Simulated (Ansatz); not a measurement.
**Reading a saddle point**

A first-order saddle point of SiNH₅BrCl, closed shell, PBE0-D4/def2-TZVP, with one imaginary mode of 129i cm⁻¹:

```tsv
atom	x (Å)	y (Å)	z (Å)
Si1	-0.7550	0.0676	-0.6335
N2	0.4564	-0.5683	0.5341
H3	-1.5608	1.0612	0.0860
H4	-0.0110	0.5185	-1.8157
Cl5	-1.9591	-1.5054	-1.1658
H6	1.0770	0.4701	0.7372
Br7	1.6057	2.1401	0.6933
H8	1.0806	-1.2746	0.1564
H9	0.0663	-0.9089	1.4079
```

Program: Ansatz 0.2.0. Basis: def2-TZVPP and def2-QZVPP. Cores are frozen in the correlated methods. Filled d shells of the heavier atoms are correlated. The def2 sets are not built for correlating such inner shells, so the correlated values are less sure here. Extrapolation: Hartree–Fock as exp(−7.88 √X), correlation as X^−2.97.

(1) Which contacts change along the imaginary mode, and what lies on either side? (A judgement: the text doesn't fix the answer.)

(2) Which side is lower, and how far does the saddle lie above each? (Judge from chemistry; the value comes from the calculation.)

No T1 diagnostic of these runs exceeds 0.009.

## Answers

(1) By the calculation: The step is SiNH₄Cl ([NH2][SiH2][Cl]) + HBr → SiH₂BrCl ([Cl][SiH2][Br]) + NH₃ (still joined by a long Si–N bond), with the molecules in contact on both sides. Shortening one way: Si1–Br7, N2–H6; lengthening the same way: Si1–N2, H6–Br7.
```json
{"pair": "Si1–Br7", "one side (Å)": "4.15", "saddle (Å)": "3.41", "other side (Å)": "2.45"}
{"pair": "N2–H6", "one side (Å)": "1.82", "saddle (Å)": "1.23", "other side (Å)": "1.02"}
{"pair": "Si1–N2", "one side (Å)": "1.73", "saddle (Å)": "1.80", "other side (Å)": "1.91"}
{"pair": "H6–Br7", "one side (Å)": "1.47", "saddle (Å)": "1.75", "other side (Å)": "2.78"}
```

(2) Computed: The side with Si1–Br7, N2–H6 short is lower by 0.158 eV; the saddle lies 0.343 eV above it and 0.185 eV above the other (CCSD(T) at an estimated basis limit (MP2 extrapolated from triple and quadruple zeta, plus CCSD(T) − MP2 in triple zeta); electronic energies).

Labels in which every atom is bracketed show which atoms are joined, not bond orders.

For scale, one of the runs: CCSD(T)/def2-TZVPP, 233 basis functions, launched by `ansatz run in.yaml --threads 8 --pin off --events-out ev --progress --plain --max-ram 19148MiB`. The run took 47 s on 8 CPU threads of an Intel Xeon Platinum 8488C (shared host), with 4 GiB of host memory at its peak.
